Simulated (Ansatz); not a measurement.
```xyz
14

C     2.276    1.753    0.749
C     1.572    0.912   -0.023
B     0.790   -0.251    0.601
Si   -0.363   -1.499   -0.458
Si   -2.492   -0.505   -0.496
H     2.297    1.626    1.827
H     2.849    2.584    0.345
H     1.586    1.085   -1.098
H     0.822   -0.359    1.796
H    -0.513   -2.853    0.146
H     0.065   -1.660   -1.879
H    -3.005   -0.316    0.888
H    -2.422    0.830   -1.152
H    -3.463   -1.346   -1.248
```

The species carries charge 0 and has multiplicity 1.

Problem. List the ωB97M-V/def2-TZVPP orbital energies in eV (Ansatz 0.2.0). (Estimate.)

Solution. Ansatz gave: Occupied: -1806.70, -1806.32, -282.30, -281.37, -187.89, -147.82, -147.48, -101.92, -101.92, -101.92, -101.60, -101.59, -101.56, -24.56, -19.49, -18.38, -16.97, -16.31, -14.78, -13.93, -12.40, -12.09, -11.83, -11.38, -11.03, -10.55, -9.67. Lowest empty: -0.58, 2.08, 2.25, 2.50, 2.58, 2.93, 3.00, 3.17.
